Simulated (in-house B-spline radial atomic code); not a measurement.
Configurations of Pm VII (Pm6+), with energies counted from [Kr] 4d10 4f3 5s2 5p4. Computed with an all-electron radial atomic-structure program (B-spline basis): scalar-relativistic (X2C) OLYP, spin-polarised, spherical fractional occupations, Fermi nucleus of rms radius 4.962 fm. Shells without spins written out take the highest spin.

Occupations are held fixed; configurations that lie above the ionisation limit could autoionise.

```csv
configuration,E - E(ref) (eV),highest orbital,its <r> (bohr)
"[Kr] 4d10 4f(1 up, 1 down) 5s2 5p(2 up, 3 down)",-2.2869,4f up,0.8045
"[Kr] 4d10 4f(1 up, 2 down) 5s2 5p(3 up, 1 down)",3.5897,4f up,0.8425
[Kr] 4d10 4f3 5s2 5p3 5d1,25.837,5d up,1.773
[Kr] 4d10 4f2 5s2 5p4 6s1,38.907,6s up,2.558
[Kr] 4d10 4f3 5s2 5p3 6s1,39.483,6s up,2.578
"[Kr] 4d10 4f(2 up, 0 down) 5s2 5p(3 up, 1 down) 6p(1 up, 0 down)",46.832,6p up,2.848
[Kr] 4d10 4f3 5s2 5p3 6f1,69.245,6f up,4.488
[Kr] 4d9 4f3 5s2 5p4 5f1,175.62,5f up,2.471
```

Order these further configurations by energy, lowest first.
A. [Kr] 4d9 4f4 5s2 5p4
B. [Kr] 4d9 4f3 5s2 5p4 5d1
C. [Kr] 4d10 4f(3 up, 0 down) 5s2 5p(2 up, 2 down)
D. [Kr] 4d10 4f(2 up, 1 down) 5s2 5p(3 up, 1 down)
E. [Kr] 4d10 4f2 5s2 5p4 5f1

C (2.6156 eV), D (2.7478 eV), E (53.895 eV), A (119.82 eV), B (146.32 eV).

How far above the reference does [Kr] 4d9 4f3 5s2 5p4 6s1 lie?

160.62 eV; its least bound orbital is 6s up with <r> = 2.551 bohr.

How far above the reference does [Kr] 4d10 4f(0 up, 2 down) 5s2 5p(3 up, 1 down) 6d(1 up, 0 down) lie?

59.532 eV; its least bound orbital is 6d up with <r> = 3.428 bohr.

How far above the reference does [Kr] 4d10 4f(0 up, 4 down) 5s2 5p(2 up, 1 down) lie?

12.074 eV; its least bound orbital is 4f down with <r> = 0.857 bohr.

Is the reference the lowest configuration at this level of theory?

No: [Kr] 4d10 4f(1 up, 1 down) 5s2 5p(2 up, 3 down) lies 2.287 eV lower with this functional.
